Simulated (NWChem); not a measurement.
Molecule: CH7NOSi; SMILES C[Si@H](N)O

```xyz
11

C     -0.3401     1.6970    -0.1840
Si    -0.0904    -0.0791     0.3499
N      1.4877    -0.5421    -0.1860
O     -1.2229    -1.1265    -0.2888
H     -0.1721     1.8220    -1.2657
H      0.3477     2.3741     0.3480
H     -1.3678     2.0224     0.0394
H     -0.3250    -0.2090     1.8183
H      1.9128    -1.4091     0.1229
H      2.1930     0.1647    -0.3588
H     -1.0994    -1.3232    -1.2226
```
Atoms are numbered in this order, from 1.

All runs: NWChem. Geometry: optimised at PBE0/def2-SVP. Level: M06-2X/def2-SVP with SMD (1 M gas to 1 M solution), gas-phase geometry. Reactions with the solvent are ignored.

Among these, which solvent gives the highest value of “solvation free energy (kcal/mol)”?
A) N,N-dimethylformamide
B) dimethyl sulfoxide
C) 1-octanol
D) acetonitrile

B, dimethyl sulfoxide. Values: 1-octanol -5.9; acetonitrile -5.2; N,N-dimethylformamide -4.8; dimethyl sulfoxide -4.2
